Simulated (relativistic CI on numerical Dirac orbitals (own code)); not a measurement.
# Spin-allowed bands of a d3 ion in a tetrahedral site, by hand

Problem. Take Δ = 5820 cm⁻¹ and B = 640 cm⁻¹ for a d3 ion in a tetrahedral site. Calculate the three spin-allowed bands.

Working.
1. The terms of highest spin are 4F (energy 0) and 4P (15B = 9600 cm⁻¹). Here the F term splits into A2 at +1.2Δ = 6984, T2 at +0.2Δ = 1164 and T1 at −0.6Δ = -3492 cm⁻¹.
2. The two T1 states mix through the element 0.4Δ: H = [[-3492, 2328], [2328, 9600]], with roots ½(H₁₁ + H₂₂) ∓ ½√[(H₂₂ − H₁₁)² + 4H₁₂²] = ½(6108) ∓ ½(13895) = -3894 and 10002 cm⁻¹.
3. The ground term is 4T1 at -3894 cm⁻¹.
4. Bands: 4T2 5058 cm⁻¹ (1977 nm), 4A2 10878 cm⁻¹ (919 nm), 4T1(P) 13895 cm⁻¹ (720 nm).

Check. Exact diagonalisation of the whole d3 shell with these parameters gives 4T2 5058, 4A2 10878, 4T1 13895 cm⁻¹. The match is exact, since without spin-orbit coupling no other term has this spin. The ratio of the second band to the first, 2.151, depends on Δ/B = 9.1 alone, which is how a Tanabe-Sugano diagram is read.
